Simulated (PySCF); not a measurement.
# H4AlSSi, SMILES `[SiH3][Al][SH]` (Si–Al–S–H torsion 180°) (charge 0, multiplicity 2)

Computed with PBE-D3(BJ)/def2-TZVP // r2SCAN-D4/def2-TZVP run with PySCF 2.14.0.

```yaml
highest_occupied_spin_orbital: -4.75 eV
dipole_moment: 1.25 D
total_energy: -932.0880 Ha
cost: around 4 core-minutes (rough)
```

```xyz
7

Si    -1.2702     0.1468    -0.7816
Al     0.6196    -0.8745     0.4536
S      2.5270     0.2013     0.2204
H     -0.8904     1.3679    -1.5473
H     -1.8433    -0.8403    -1.7393
H     -2.3544     0.5169     0.1711
H      3.2455    -0.6250     1.0018
```
Charge 0, spin multiplicity 2.
